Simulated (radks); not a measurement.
Question: The mean radii <r> (bohr) of the occupied orbitals of an atom or ion are listed with their occupations. Calculated with a radial shooting solver on a logarithmic mesh with Libxc functionals: scalar-relativistic Kohn-Sham, BLYP, spin-polarised, spherical densities, finite nucleus; Fermi nuclear charge, rms radius of each element as measured or else 0.836 A^(1/3) + 0.57 fm.

orbital  occ.      <r>
1s up       1  0.02972
1s down     1  0.02972
2s up       1   0.1274
2s down     1   0.1274
2p up       3   0.1110
2p down     3   0.1110
3s up       1   0.3179
3s down     1   0.3178
3p up       3   0.3098
3p down     3   0.3096
4s up       1   0.6152

Name the element and its charge. Open shells, if any, are filled with parallel spins first.

Answer: Z = 49, indium, charge +30: In30+ in [Ar] 4s1. The 1s radius gives Z: for a bare nucleus <r> = (2 gamma + 1)/(2Z) with gamma = sqrt(1 - (Z/c)^2), 0.02926 bohr for Z = 49, and screening makes it slightly larger (0.02972 here). The occupations add up to 19, and the charge is Z minus that.
